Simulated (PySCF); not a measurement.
## Radial density of Pt (platinum, neutral)

r2SCANh, [Xe] 4f14 5d9 6s1, high-spin 3D determinant. Computed with PySCF 2.14 in aug-cc-pVDZ-PP with ECP60MDF (5s5p4d2f, 54 functions), with scalar relativity through the core potential. This is the valence pseudo-density: the core potential removes the inner electrons and smooths the orbitals near the nucleus.

```json
{"r (bohr)": "0.125", "4πr²ρ (e/bohr)": "6.353e-05", "4πr²(ρα − ρβ)": "0.0000"}
{"r (bohr)": "0.210", "4πr²ρ (e/bohr)": "0.001089", "4πr²(ρα − ρβ)": "0.0001"}
{"r (bohr)": "0.353", "4πr²ρ (e/bohr)": "0.08019", "4πr²(ρα − ρβ)": "0.0032"}
{"r (bohr)": "0.593", "4πr²ρ (e/bohr)": "4.011", "4πr²(ρα − ρβ)": "0.1242"}
{"r (bohr)": "0.997", "4πr²ρ (e/bohr)": "15.49", "4πr²(ρα − ρβ)": "0.5667"}
{"r (bohr)": "1.68", "4πr²ρ (e/bohr)": "7.054", "4πr²(ρα − ρβ)": "0.7982"}
{"r (bohr)": "2.82", "4πr²ρ (e/bohr)": "1.495", "4πr²(ρα − ρβ)": "0.5167"}
{"r (bohr)": "4.75", "4πr²ρ (e/bohr)": "0.1449", "4πr²(ρα − ρβ)": "0.0843"}
{"r (bohr)": "7.98", "4πr²ρ (e/bohr)": "0.001354", "4πr²(ρα − ρβ)": "0.0010"}
```

Energies and moments cover only the electrons outside the core potential. Spin-orbit coupling, absent here, splits the open shell strongly.
